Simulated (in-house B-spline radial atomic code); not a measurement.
Ionising the neon ion Ne⁺ with different functionals

Computed with a radial B-spline atomic code at the basis-set limit: scalar-relativistic (spin-free X2C) Hamiltonian, Fermi nucleus of rms radius 3.0055 fm, spin-polarised at highest spin, spherical fractional occupations for the functionals, the average over the highest-spin determinants for Hartree-Fock. The ionisation energy is the difference of two self-consistent energies, [He] 2s2 2p5 → [He] 2s2 2p4, without Breit or QED terms; ε is the level of the shell that loses the electron (its least bound occupied spin orbital).

Hybrids are left out here: with spherical fractional occupations of an open shell their exact exchange keeps a self-interaction that integer-occupation calculations don't have.

```csv
method,rung,ΔSCF (eV),-ε(2p) (eV)
Hartree-Fock,Hartree-Fock,39.26,41.93
LDA VWN5,LDA,41.57,31.38
LDA PW92,LDA,41.57,31.37
LDA exchange-only,LDA,39.52,29.52
PBE,GGA,41.37,31.18
PBEsol,GGA,41.24,31.08
BLYP,GGA,41.39,31.18
RPBE,GGA,41.27,31.10
PW91,GGA,41.51,31.30
BP86,GGA,41.50,31.29
AM05,GGA,41.21,31.05
OLYP,GGA,41.19,31.10
TPSS,meta-GGA,41.37,31.26
SCAN,meta-GGA,41.40,31.52
r2SCAN,meta-GGA,41.40,31.52
revTPSS,meta-GGA,41.24,31.16
```

Problem. How do they compare with the NIST value?

Solution. NIST lists 40.963 eV (measured, ground level to ground level). Errors run from -1.71 to +0.61 eV; OLYP is closest (+0.22 eV), but part of that can be cancellation, since the calculations leave out spin-orbit coupling, Breit-QED terms, multiplet and fine-structure energies. Hartree-Fock also lacks correlation.
